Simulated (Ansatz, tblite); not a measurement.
Cost and result up the ladder for (BeS)3 ring (Be3S3) (6 atoms). The state is a singlet with charge 0. Geometry: PBE-D4/def2-SVP.

Cartesian coordinates in Å:
```
Be -0.219 -0.369 -1.338
S -0.693 -2.019 -0.479
Be -0.227 -0.928 1.030
S 0.340 0.574 2.083
Be 0.445 1.296 0.308
S 0.353 1.444 -1.604
```

Ansatz on 4 threads of Arm Neoverse V1 on a shared host; xTB runs through tblite on one thread. Times are rough, summed over both states, and most runs start from the orbitals of an earlier one. CCSD(T)/def2-TZVPP serves as the yardstick here, not as an exact answer. The other state is a doublet.

The xTB rows come from tblite. Correlated methods freeze 15 core orbitals. In CCSD on the charge 1 doublet the largest single amplitude is 0.24, so its Hartree–Fock determinant may place the open shell otherwise than the density functionals do.

Run but left out: PBE-D4/def2-TZVP, r2SCAN-D4/def2-TZVP (charge +1 doublet: an occupied level 0.17 to 0.22 eV above an empty one).

Correlated methods converge slowly with the basis.

Raw xTB energies of ions are shifted by several eV.

```
             level  functions  wall time  vertical IE (eV)  difference from CCSD(T)/def2-TZVPP (eV)
          GFN1-xTB         39     0.01 s             13.18                                     3.41
          GFN2-xTB         39    0.014 s             14.22                                     4.45
 PBE0-D4/def2-TZVP        168       11 s              9.57                                    -0.20
CCSD(T)/def2-TZVPP        183       74 s              9.77                                     0.00
```
